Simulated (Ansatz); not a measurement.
`C1CCCSCC1` from Hartree–Fock to CCSD(T)

```xyz
19

C    -0.039    0.988    0.941
C    -0.965   -0.224    1.065
C    -1.629   -0.700   -0.222
C    -0.727   -0.774   -1.448
S     0.931   -1.432   -1.170
C     1.769    0.091   -0.677
C     1.426    0.639    0.696
H    -0.400    1.669    0.160
H    -0.085    1.559    1.873
H    -1.761   -0.001    1.783
H    -0.393   -1.051    1.496
H    -2.466   -0.036   -0.472
H    -2.067   -1.685   -0.038
H    -0.598    0.213   -1.901
H    -1.183   -1.407   -2.212
H     2.835   -0.145   -0.727
H     1.572    0.839   -1.453
H     1.745   -0.082    1.457
H     2.036    1.539    0.849
```

Total charge 0; spin multiplicity 1. The structure was optimised at the PBE0-D4/def2-TZVP level. Frozen core, restricted reference, the Gaussian-basis code of Ansatz. CBS rows extrapolate triple and quadruple zeta; past MP2 they add the triple-zeta difference.

```
     basis     HF (Eh)  MP2 corr.  CCSD corr.       (T)  CCSD(T) total
  def2-SVP  -631.42808   -0.98661    -1.07081         ?              ?
def2-TZVPP           ?   -1.21606    -1.28681  -0.05601              ?
def2-QZVPP  -631.84203   -1.29623           –         –              –
 CBS(def2)  -631.84505          ?           ?     as TZ              ?
```

(1) Fill in the withheld values. (Best estimate.)

## Answers

(1) Computed: def2-SVP (T): -0.03492; def2-SVP CCSD(T) total: -632.53381; def2-TZVPP HF (Eh): -631.82005; def2-TZVPP CCSD(T) total: -633.16287; CBS(def2) MP2 corr.: -1.35561; CBS(def2) CCSD corr.: -1.42636; CBS(def2) CCSD(T) total: -633.32742.
